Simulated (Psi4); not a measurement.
CHN, charge +1, doublet (typed; the unrestricted solution is spin-contaminated), geometry from GFN2-xTB (a state made from the parent by changing its charge; the spin is typed, not shown lowest), with bond 2-1 at 1.25 times its length; HF/3-21G (Psi4 1.11).

The Psi4 input:
```
memory 2 GB

molecule {
1 2
C    -0.00000000   -0.00000000   -0.48312722
N     0.00000000    0.00000000    0.92285612
H    -0.00000000   -0.00000000   -1.59285286
}

set {
  basis 3-21g
  reference uhf
  stability_analysis follow
  scf_type pk
}

energy('scf')
print_variables()
```

It wrote (shortened):

```
   => Loading Basis Set <=

    Name: 3-21G
    Role: ORBITAL
    Keyword: BASIS

         ---------------------------------------------------------
                                   SCF
               by Justin Turney, Rob Parrish, Andy Simmonett
                          and Daniel G. A. Smith
                              UHF Reference
         ---------------------------------------------------------

  ==> Geometry <==

    Molecular point group: c2v
    Full point group: C_inf_v

    Geometry (in Angstrom), charge = 1, multiplicity = 2:

       Center              X                  Y                   Z               Mass
    ------------   -----------------  -----------------  -----------------  -----------------
         C            0.000000000000     0.000000000000    -0.687488389591    12.000000000000
         N            0.000000000000     0.000000000000     0.718494950409    14.003074004430
         H            0.000000000000     0.000000000000    -1.797214029591     1.007825032230

  Running in c2v symmetry.

  Rotational constants: A = ************  B =      1.04344  C =      1.04344 [cm^-1]
  Rotational constants: A = ************  B =  31281.55807  C =  31281.55807 [MHz]
  Nuclear repulsion =   20.141325398134146

  Charge       = 1
  Multiplicity = 2
  Electrons    = 13
  Nalpha       = 7
  Nbeta        = 6

  ==> Algorithm <==

  SCF Algorithm Type is PK.
  DIIS enabled.
  MOM disabled.
  Fractional occupation disabled.
  Guess Type is SAD.
  Energy threshold   = 1.00e-06
  Density threshold  = 1.00e-06
  Integral threshold = 1.00e-12

  ==> Primary Basis <==

  Basis Set: 3-21G
    Blend: 3-21G
    Number of shells: 12
    Number of basis functions: 20
    Number of Cartesian functions: 20
    Spherical Harmonics?: false
    Max angular momentum: 1

  ==> Integral Setup <==

  Using in-core PK algorithm.
   Calculation information:
      Number of atoms:                   3
      Number of AO shells:              12
      Number of primitives:             21
      Number of atomic orbitals:        20
      Number of basis functions:        20

      Integral cutoff                 1.00e-12
      Number of threads:                 1

  Performing in-core PK
  Using 44310 doubles for integral storage.
  We computed 3066 shell quartets total.
  Whereas there are 3081 unique shell quartets.

  ==> DiskJK: Disk-Based J/K Matrices <==

    J tasked:                  Yes
    K tasked:                  Yes
    wK tasked:                  No
    Schwarz Cutoff:          1E-12

  Minimum eigenvalue in the overlap matrix is 2.3952710310E-02.
  Reciprocal condition number of the overlap matrix is 8.1346496206E-03.
    Using symmetric orthogonalization.

  ==> Pre-Iterations <==

  SCF Guess: Superposition of Atomic Densities via on-the-fly atomic UHF (no occupation information).

   -------------------------
    Irrep   Nso     Nmo
   -------------------------
     A1        12      12
     A2         0       0
     B1         4       4
     B2         4       4
   -------------------------
    Total      20      20
   -------------------------

  ==> Iterations <==

                        Total Energy        Delta E     RMS |[F,P]|

   @UHF iter SAD:   -91.01931487912282   -9.10193e+01   0.00000e+00
   @UHF iter   1:   -91.77898556462165   -7.59671e-01   2.39083e-02 DIIS/ADIIS
   @UHF iter   2:   -91.81635843428973   -3.73729e-02   1.73979e-02 DIIS/ADIIS
   @UHF iter   3:   -91.83853004223627   -2.21716e-02   6.72764e-03 DIIS/ADIIS
   @UHF iter   4:   -91.84243417579680   -3.90413e-03   1.07696e-03 DIIS/ADIIS
   @UHF iter   5:   -91.84296355363485   -5.29378e-04   8.88595e-04 DIIS/ADIIS
   @UHF iter   6:   -91.84322978272472   -2.66229e-04   9.17914e-04 DIIS/ADIIS
   @UHF iter   7:   -91.84240054944577    8.29233e-04   7.21079e-04 DIIS/ADIIS
   @UHF iter   8:   -91.84230467686260    9.58726e-05   5.56457e-04 DIIS/ADIIS
   @UHF iter   9:   -91.84261736698976   -3.12690e-04   5.14197e-04 DIIS/ADIIS
   @UHF iter  10:   -91.84353369430390   -9.16327e-04   8.40040e-04 DIIS/ADIIS
   @UHF iter  11:   -91.84353071139023    2.98291e-06   4.27666e-04 DIIS/ADIIS
   @UHF iter  12:   -91.84374530376954   -2.14592e-04   3.18280e-05 DIIS
   @UHF iter  13:   -91.84374546308834   -1.59319e-07   1.19404e-05 DIIS
   @UHF iter  14:   -91.84374544340652    1.96818e-08   8.43113e-06 DIIS
   @UHF iter  15:   -91.84374550065907   -5.72525e-08   4.31239e-06 DIIS
   @UHF iter  16:   -91.84374551504651   -1.43874e-08   1.27856e-06 DIIS
   @UHF iter  17:   -91.84374551621379   -1.16728e-09   3.48396e-07 DIIS
  Energy and wave function converged.

    Negative totally symmetric eigenvalue detected: -0.112516
    Wavefunction unstable!
    Lowest UHF->UHF stability eigenvalues:
      A1 -0.112516       A2 0.000000        B1 0.079455        B2 0.100841

    Rotating orbitals by 0.5 * pi / 2 radians along unstable eigenvector.
    Running SCF again with the rotated orbitals.
   @UHF iter  18:   -91.50436505031303   -9.15044e+01   2.56671e-02 DIIS/ADIIS
   @UHF iter  19:   -91.78752547652421   -2.83160e-01   1.36068e-02 DIIS/ADIIS
   @UHF iter  20:   -91.83903943186488   -5.15140e-02   6.28441e-03 DIIS/ADIIS
   @UHF iter  21:   -91.85229968160729   -1.32602e-02   2.57106e-03 DIIS/ADIIS
   @UHF iter  22:   -91.85546630336910   -3.16662e-03   1.33282e-03 DIIS/ADIIS
   @UHF iter  23:   -91.85651847748464   -1.05217e-03   4.64761e-04 DIIS/ADIIS
   @UHF iter  24:   -91.85661972822606   -1.01251e-04   1.52230e-04 DIIS/ADIIS
   @UHF iter  25:   -91.85663251437987   -1.27862e-05   8.78618e-05 DIIS
   @UHF iter  26:   -91.85663821006662   -5.69569e-06   5.91749e-05 DIIS
   @UHF iter  27:   -91.85664357668172   -5.36662e-06   3.21202e-05 DIIS
   @UHF iter  28:   -91.85664538850159   -1.81182e-06   8.49679e-06 DIIS
   @UHF iter  29:   -91.85664543912849   -5.06269e-08   3.41033e-06 DIIS
   @UHF iter  30:   -91.85664544351485   -4.38637e-09   1.05625e-06 DIIS
   @UHF iter  31:   -91.85664544411162   -5.96771e-10   2.62207e-07 DIIS
    Wavefunction stable under totally symmetric rotations.
    Lowest totally symmetric eigenvalue: 0.078169
    Lowest UHF->UHF stability eigenvalues:
      A2 -0.000000       B1 0.070901        A1 0.078169        B2 0.181782

    Stability analysis over.

  ==> Post-Iterations <==

   @Spin Contamination Metric:   5.350468815E-01
   @S^2 Expected:                7.500000000E-01
   @S^2 Observed:                1.285046882E+00
   @S   Expected:                5.000000000E-01
   @S   Observed:                5.000000000E-01

    Orbital Energies [Eh]
    ---------------------

    Alpha Occupied:

       1A1   -15.993357     2A1   -11.713351     3A1    -1.551642
       4A1    -1.181496     5A1    -0.922548     1B1    -0.861300
       1B2    -0.836208

    Alpha Virtual:

       2B1    -0.290833     2B2    -0.199084     6A1    -0.103396
       7A1     0.161055     3B2     0.553325     3B1     0.583256
       8A1     0.665207     9A1     0.876755     4B1     1.016322
      10A1     1.085301     4B2     1.112223    11A1     1.138235
      12A1     2.313643

    Beta Occupied:

       1A1   -16.002106     2A1   -11.684147     3A1    -1.506695
       4A1    -1.119856     5A1    -0.930302     1B2    -0.880806

    Beta Virtual:

       1B1    -0.361048     2B2    -0.199836     2B1    -0.123231
       6A1    -0.076705     7A1     0.175930     3B1     0.643943
       3B2     0.663791     8A1     0.695473     9A1     0.877151
       4B2     1.002877    10A1     1.093731     4B1     1.101351
      11A1     1.158286    12A1     2.309510

    Final Occupation by Irrep:
             A1    A2    B1    B2
    DOCC [     5,    0,    0,    1 ]
    SOCC [     0,    0,    1,    0 ]
    NA   [     5,    0,    1,    1 ]
    NB   [     5,    0,    0,    1 ]

  @UHF Final Energy:   -91.85664544411162

   => Energetics <=

    Nuclear Repulsion Energy =             20.1413253981341462
    One-Electron Energy =                -158.8121275021249517
    Two-Electron Energy =                  46.8141566598791883
    Total Energy =                        -91.8566454441116207

  UHF NO Occupations:
  HONO-2 :    5 A1 1.9940645
  HONO-1 :    1 B2 1.6920434
  HONO-0 :    1 B1 1.0000000
  LUNO+0 :    2 B2 0.3079566
  LUNO+1 :    6 A1 0.0059355
  LUNO+2 :    7 A1 0.0010410
  LUNO+3 :    8 A1 0.0000267

Computation Completed

Properties will be evaluated at   0.000000,   0.000000,   0.000000 [a0]

Properties computed using the SCF density matrix

 Multipole Moments:

 ------------------------------------------------------------------------------------
     Multipole            Electronic (a.u.)      Nuclear  (a.u.)        Total (a.u.)
 ------------------------------------------------------------------------------------

 L = 1.  Multiply by 2.5417464519 to convert [e a0] to [Debye]
 Dipole X            :          0.0000000            0.0000000            0.0000000
 Dipole Y            :          0.0000000            0.0000000            0.0000000
 Dipole Z            :          0.1742292           -1.6869202           -1.5126910
 Magnitude           :                                                    1.5126910

 ------------------------------------------------------------------------------------

  Variable Map:
  ----------------------------------------------------------------------------
  "CURRENT ENERGY"           =>     -91.856645444112
  "CURRENT REFERENCE ENERGY" =>     -91.856645444112
  "DD SOLVATION ENERGY"      =>       0.000000000000
  "HF KINETIC ENERGY"        =>      91.073805135568
  "HF POTENTIAL ENERGY"      =>    -182.930450579679
  "HF TOTAL ENERGY"          =>     -91.856645444112
  "HF VIRIAL RATIO"          =>       2.008595669275
  "NUCLEAR REPULSION ENERGY" =>      20.141325398134
  "ONE-ELECTRON ENERGY"      =>    -158.812127502125
  "PCM POLARIZATION ENERGY"  =>       0.000000000000
  "PE ENERGY"                =>       0.000000000000
  "SCF ITERATION ENERGY"     =>     -91.856645444112
  "SCF ITERATIONS"           =>      31.000000000000
  "SCF TOTAL ENERGY"         =>     -91.856645444112
  "TWO-ELECTRON ENERGY"      =>      46.814156659879
```
